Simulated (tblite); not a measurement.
Isomers of C6H16BNO. Computed with GFN2-xTB (tblite): harmonic, unscaled wavenumbers at the GFN2-xTB geometry, gas phase. Against measured fundamentals such values can be off by several per cent, at times by over 20. Modes of hydrogen on boron can be 10 to 20 % off. One conformer each.

Electronic energies: GFN2-xTB at the same geometries; isomer energies are rough at this level and their order can be wrong.

| SMILES | electronic energy, lowest = 0 (kJ/mol) |
| --- | --- |
| CO[C@@H]1CC[C@@H]([BH2-][NH3+])C1 | 38.1 |
| COC[N@@+]1(C)[BH2-]CCC1 | 12.9 |
| CO[C@@H]1CC[C@H]([BH2-][NH3+])C1 | 40.2 |
| CO[C@H]1CC[BH2-][N+]1(C)C | 0.0 |

Question: How do GFN2-xTB zero-point energies change the relative energies?

Answer: 
| SMILES | ZPE (kJ/mol) | of it from modes above 1550 cm⁻¹ | electronic (kJ/mol) | with ZPE, lowest = 0 (kJ/mol) | lowest mode (cm⁻¹) | rings |
| --- | --- | --- | --- | --- | --- | --- |
| CO[C@H]1CC[BH2-][N+]1(C)C | 578.0 | 279.6 | 0.0 | 0.0 | 69 | 1 |
| COC[N@@+]1(C)[BH2-]CCC1 | 578.7 | 278.2 | 12.9 | 13.5 | 17i | 1 |
| CO[C@@H]1CC[C@@H]([BH2-][NH3+])C1 | 578.5 | 284.9 | 38.1 | 38.6 | 37 | 1 |
| CO[C@@H]1CC[C@H]([BH2-][NH3+])C1 | 578.3 | 284.8 | 40.2 | 40.5 | 37 | 1 |

The zero-point energies span 0.7 kJ/mol, from `CO[C@H]1CC[BH2-][N+]1(C)C` to `COC[N@@+]1(C)[BH2-]CCC1`. Slightly imaginary modes are left out of the zero-point energy: `COC[N@@+]1(C)[BH2-]CCC1` 16.6i cm⁻¹. The order is unchanged.

Question: What do entropy and thermal enthalpy add at 298.15 K and 1 bar (rigid rotor, harmonic oscillator, one conformer each)?

Answer: 
| SMILES | point group | symmetry number | S (J/(mol K)) | H − H(0) (kJ/mol) | ZPE + H − H(0) − TS (kJ/mol) |
| --- | --- | --- | --- | --- | --- |
| CO[C@H]1CC[BH2-][N+]1(C)C | C1 | 1 | 410.5 | 30.17 | 485.8 |
| CO[C@@H]1CC[C@@H]([BH2-][NH3+])C1 | C1 | 1 | 428.6 | 31.19 | 481.9 |
| CO[C@@H]1CC[C@H]([BH2-][NH3+])C1 | C1 | 1 | 429.4 | 31.28 | 481.6 |

Not tabulated: `COC[N@@+]1(C)[BH2-]CCC1` (lowest mode only 17i cm⁻¹).
